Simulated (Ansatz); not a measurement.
The cluster Cu6Si⁺. Charge 1, multiplicity 2. Geometry PBE-D4/def2-SVP; atoms count from 1.

```csv
atom,x (Å),y (Å),z (Å)
Si1,1.793,-0.552,-0.164
Cu2,-0.205,0.394,-1.023
Cu3,-1.799,0.311,0.831
Cu4,-1.992,-1.218,-0.995
Cu5,-0.170,-1.434,0.634
Cu6,1.776,1.688,-0.648
Cu7,0.598,0.811,1.367
```

Another isomer (doublet) lies 0.45 eV lower at PBE0-D4/def2-TZVP; other spin states weren't run for this one.

(1) Estimate the Mulliken populations from the PBE0/def2-TZVP orbitals of Ansatz.

(2) Where does the spin sit?

(3) And the Mayer bond orders between heavy atoms (over 0.3)?

Answers

(1) 
| atom | charge (e) | spin (α − β) | d electrons |
| --- | --- | --- | --- |
| Si1 | 0.10 | 0.58 | – |
| Cu2 | 0.11 | 0.06 | 9.77 |
| Cu3 | 0.19 | 0.16 | 9.88 |
| Cu4 | 0.16 | 0.11 | 9.88 |
| Cu5 | 0.18 | 0.06 | 9.80 |
| Cu6 | 0.19 | 0.03 | 9.82 |
| Cu7 | 0.07 | 0.00 | 9.80 |
Mulliken values depend strongly on the basis.

(2) Summed by element: Si 0.58, Cu 0.42, of 1 unpaired in all. Largest on single atoms: Si1 0.58, Cu3 0.16, Cu4 0.11.

(3) Si1–Cu2 0.62 (2.37 Å); Si1–Cu5 0.72 (2.30 Å); Si1–Cu6 0.74 (2.29 Å); Si1–Cu7 0.65 (2.37 Å); Cu2–Cu4 0.39 (2.41 Å); Cu2–Cu6 0.36 (2.40 Å); Cu3–Cu4 0.43 (2.39 Å); Cu3–Cu5 0.31 (2.40 Å); Cu3–Cu7 0.31 (2.51 Å); Cu4–Cu5 0.31 (2.45 Å).
